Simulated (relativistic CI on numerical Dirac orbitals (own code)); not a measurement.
**Cr³⁺: M2,3 absorption edge**

Computed with this model: Dirac-Coulomb-Breit CI, separate exchange-only KLI orbitals for each configuration, model QED, valence Slater integrals scaled by 0.9, multiplet model of core-to-valence dipole absorption; configurations [Ar] 3d3 → [Ne] 3s2 3p5 3d4; 300 K; Lorentzian 0.8 eV and Gaussian 0.3 eV FWHM. Energies are those of the free ion, without screening or charge transfer. The branching ratio is the share of the lower-energy edge in the whole absorption, uncertain by about 0.02 where the edges overlap. S is read from ⟨S²⟩ = S(S + 1).

Field parameters in Wybourne normalisation: Oh B⁴₀ = 21Dq, B⁴₄ = √(5/14) B⁴₀. The field is a parameter set, without covalency.

Peaks in eV (height, largest 100): 43.9 (7), 44.6 (9), 46.1 (14), 47.3 (11), 51.7 (100), 54.0 (32), 57.1 (75), 58.8 (77), 63.9 (88).

Problem. Which surroundings give this spectrum?
A. Oh, 10Dq = 19700 cm⁻¹
B. free ion
C. Oh, 10Dq = 9300 cm⁻¹
D. Oh, 10Dq = 4100 cm⁻¹

Solution. A. Oh, 10Dq = 19700 cm⁻¹, where the ground state has S = 1.50.
